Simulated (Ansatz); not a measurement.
Single points on SbTe₄.

```yaml
crystal:
  periodic: [false, false, false]
  atoms:
    - {symbol: Sb, position_ang: [1.582900, -0.674846, -1.599522]}
    - {symbol: Te, position_ang: [0.411392, 1.822991, -1.212709]}
    - {symbol: Te, position_ang: [-1.869680, 1.184336, 0.228669]}
    - {symbol: Te, position_ang: [-0.485552, -0.176467, 2.165960]}
    - {symbol: Te, position_ang: [0.360941, -2.156014, 0.417602]}
basis:
  gaussian: {orbitals: def2-TZVP, initial_orbitals: start.molden}
magnetization: {spin_polarized: true, initial_magnetization: 1}
hamiltonian: {xc: pbe, dispersion: d4}
scf: {omitted_lower_state_checks: [starts]}
output: {orbitals: {seedname: orbitals}}
```

The file start.molden holds the orbitals of an earlier run on this structure, at another level or in another basis.

```sh
$ ansatz run in.yaml --threads 4 --pin off --events-out ev --progress --plain --max-ram 8704MiB
```

Output, abridged:

```
Functional definition: PBE
1927 factors; their error is unknown
mean field evaluation 1: about -35715.1871 eV, gradient 6.7e0 eV
mean field evaluation 2: about -35715.3525 eV, gradient 2.5e-1 eV
mean field evaluation 4: about -35714.8527 eV, gradient 7.7e-1 eV
mean field evaluation 8: about -35714.8532 eV, gradient 1.1e-4 eV
mean field -35714.85317187 eV, -1312.4966456694 hartree, gradient 6.9e-6 eV, S^2 0.754273; 0 other end points of the search recorded, 0 dependent functions left out
reference -35714.85320963 eV, -1312.4966470569 hartree; 60, 59 occupied and 190, 191 virtual orbitals, 1927 factors
Total energy: -35715.35939783 eV, -1312.5152491301 hartree
Checks for a lower state left out: starts
```

Run time 4.9 s (4 threads of Intel Xeon 6975P-C on a shared host).

The first input with `gaussian: {orbitals: def2-SVP, initial_orbitals: start.molden}` (abridged; 2.1 s):

```
Functional definition: PBE
mean field -35713.42727544 eV, -1312.4442449420 hartree, gradient 1.7e-5 eV, S^2 0.753841
Total energy: -35713.93349648 eV, -1312.4628482219 hartree
Checks for a lower state left out: starts
```

First input, but with `hamiltonian: {xc: {name: B3LYP}, dispersion: d4}`, `output: {forces: true, orbitals: {seedname: orbitals}}` (abridged; 14 s):

```
Functional definition: B3LYP
mean field -35726.80623225 eV, -1312.9359125360 hartree, gradient 2.0e-5 eV, S^2 0.755129
Total energy: -35727.65988405 eV, -1312.9672836611 hartree
Atom 0 force    -0.100217     0.042365     0.101004 eV/Å
Atom 1 force    -0.114242    -0.092647     0.067389 eV/Å
Atom 2 force     0.258128    -0.049438     0.029610 eV/Å
Atom 3 force    -0.031612    -0.046408    -0.264132 eV/Å
Atom 4 force    -0.012058     0.146128     0.066130 eV/Å
Dipole moment:     0.050052    -0.021662    -0.049732 e Å
Checks for a lower state left out: starts
```

First input, but with `gaussian: {orbitals: def2-SVP, initial_orbitals: start.molden}`, `correlation: {method: ccsd_t}`, `scf: {omitted_lower_state_checks: [starts, cluster_reference]}` and without the key `hamiltonian` (abridged; 2 min):

```
Functional definition: HF
mean field -35575.13484812 eV, -1307.3620919760 hartree, gradient 8.4e-6 eV, S^2 0.773235
20 core orbitals not correlated: weight in the atoms' cores, before any rotation towards them, 1.000 or more for the frozen orbitals, at most 0.000 for the correlated occupied ones
second order -15.25973912 eV of doubles, -0.00000000 eV of singles
cycle   1  -15.45347367 eV  change   -1.9e-1 eV  update   1.5e-1
cycle   2  -15.94308566 eV  change   -4.9e-1 eV  update   4.7e-2
cycle   3  -16.08179675 eV  change   -1.4e-1 eV  update   3.5e-2
cycle   4  -16.08118385 eV  change    6.1e-4 eV  update   1.6e-2
cycle   5  -16.08383346 eV  change   -2.6e-3 eV  update   1.0e-2
cycle   6  -16.08619894 eV  change   -2.4e-3 eV  update   4.2e-3
cycle   7  -16.08593546 eV  change    2.6e-4 eV  update   2.0e-3
cycle   8  -16.08673373 eV  change   -8.0e-4 eV  update   1.0e-3
cycle   9  -16.08692890 eV  change   -2.0e-4 eV  update   5.5e-4
cycle  10  -16.08665005 eV  change    2.8e-4 eV  update   2.8e-4
cycle  11  -16.08683841 eV  change   -1.9e-4 eV  update   1.5e-4
cycle  12  -16.08684109 eV  change   -2.7e-6 eV  update   7.4e-5
perturbative correction -0.74139225 eV, -0.0272456627 hartree
Total energy: -35591.96308146 eV, -1307.9805181447 hartree
Checks for a lower state left out: starts, cluster_reference
```

First input, but with `correlation: {method: mp2}` and without the key `hamiltonian` (abridged; 16 s):

```
Functional definition: HF
mean field -35576.58487311 eV, -1307.4153794114 hartree, gradient 1.3e-6 eV, S^2 0.774620
20 core orbitals not correlated: weight in the atoms' cores, before any rotation towards them, 1.000 or more for the frozen orbitals, at most 0.000 for the correlated occupied ones
second order -58.81361179 eV of doubles, -0.00000000 eV of singles
Total energy: -35635.39848490 eV, -1309.5767397793 hartree
Checks for a lower state left out: starts
```

First input, but with `hamiltonian: {xc: pbe}`, `correlation: {method: rpa}` and without the key `output` (abridged; 17 s):

```
Functional definition: PBE
mean field -35714.85317205 eV, -1312.4966456761 hartree, gradient 2.3e-6 eV, S^2 0.754273
20 core orbitals not correlated: weight in the atoms' cores, before any rotation towards them, 1.000 or more for the frozen orbitals, at most 0.000 for the correlated occupied ones
Total energy: -35648.58993501 eV, -1310.0615166295 hartree
Checks for a lower state left out: starts
```

The first input with `hamiltonian: {xc: pbe0, dispersion: d4}` (abridged; 12 s):

```
Functional definition: PBE0
mean field -35716.69477018 eV, -1312.5643231590 hartree, gradient 1.7e-5 eV, S^2 0.757651
Total energy: -35717.14009782 eV, -1312.5806886479 hartree
Checks for a lower state left out: starts
```

Geometry: PBE-D4/def2-SVP.

In the def2 sets Sb, Te take a core potential; there is no spin–orbit coupling. B3LYP takes the VWN-RPA correlation. Correlated methods freeze 20 core orbitals; core or outer-core shells of Sb, Te are correlated, in sets that lack core-valence functions. The structure comes from a short search, and lower isomers may exist.
